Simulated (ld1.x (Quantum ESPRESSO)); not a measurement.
# Which change was made? (N, RRKJ)

N, norm-conserving RRKJ (Kleinman–Bylander form), made with ld1.x (Quantum ESPRESSO) 7.5 (LDA (PZ), scalar-relativistic). Core [He], reference 2s2 2p2 (charge +1). Waves: 2s (bound): rc 1.10 bohr; 3d channel at 0.45 Ry: rc 2.20 bohr; 2p (bound): rc 2.05 bohr. Local part: the p channel. Core correction: Bessel-smoothed model core inside 0.55 bohr. rho0 = 0.001.

Cutoffs, loose and tight: the cutoffs (Ry, on a coarse ladder) from which the occupation-weighted sum of valence levels, in a spherical-Bessel basis at the reference potential, stays within 10 and 1 mRy of its value at 400 Ry. They do not see the model core or the augmentation charge, which bear on the density cutoff. Test errors are all-electron minus pseudo excitation energies from the reference, over the configurations 2s2 2p3; 2s2 2p1; 2s2 2p0; 2s0 2p5; 2s1 2p0; 2s1 2p4; 2s1 2p3 (two spin-polarised tests are not counted in the largest error); variants that change the core or the reference have their own tests.

The base gives: outcome: generated; cutoff, loose: 90 Ry; cutoff, tight: 110 Ry; bound ghosts: none; largest test error (meV): +2088.

Problem. After one change the result is: outcome: generated; cutoff, loose: 90 Ry; cutoff, tight: 110 Ry; bound ghosts: none; largest test error (meV): +516. Which change was it?
A. wave 2s (bound): rc 1.10 bohr becomes 2s (bound): rc 0.90 bohr
B. wave 2p (bound): rc 2.05 bohr becomes 2p (bound): rc 1.38 bohr
C. type ultrasoft; waves now 2s (bound): rcut 0.95, rcutus 1.10 bohr; 2s channel at -1.95 Ry: rcut 0.95, rcutus 1.10 bohr; 2p (bound): rcut 1.80, rcutus 2.05 bohr; 2p channel at -1.1 Ry: rcut 1.80, rcutus 2.05 bohr; 3d channel at 0.45 Ry: rcut 1.90, rcutus 2.20 bohr; 3d channel at 0.65 Ry: rcut 1.90, rcutus 2.20 bohr; local potential all-electron potential smoothed inside 1.20 bohr (lloc = -1); augmentation PSQ, radius 0.95 bohr; rho0 0
D. reference 2s1 2p4
E. local potential the d channel

Solution. B. The others give: local potential the d channel → outcome: generated; cutoff, loose: 90 Ry; cutoff, tight: 110 Ry; bound ghosts: none; largest test error (meV): +2923 | reference 2s1 2p4 → outcome: generated; cutoff, loose: 70 Ry; cutoff, tight: 100 Ry; bound ghosts: none; largest test error (meV): +3708 | wave 2s (bound): rc 1.10 bohr becomes 2s (bound): rc 0.90 bohr → outcome: generated; cutoff, loose: 110 Ry; cutoff, tight: 140 Ry; bound ghosts: none; largest test error (meV): +2087 | type ultrasoft; waves now 2s (bound): rcut 0.95, rcutus 1.10 bohr; 2s channel at -1.95 Ry: rcut 0.95, rcutus 1.10 bohr; 2p (bound): rcut 1.80, rcutus 2.05 bohr; 2p channel at -1.1 Ry: rcut 1.80, rcutus 2.05 bohr; 3d channel at 0.45 Ry: rcut 1.90, rcutus 2.20 bohr; 3d channel at 0.65 Ry: rcut 1.90, rcutus 2.20 bohr; local potential all-electron potential smoothed inside 1.20 bohr (lloc = -1); augmentation PSQ, radius 0.95 bohr; rho0 0 → outcome: generated; cutoff, loose: 15 Ry; cutoff, tight: 25 Ry; bound ghosts: none; largest test error (meV): -45.
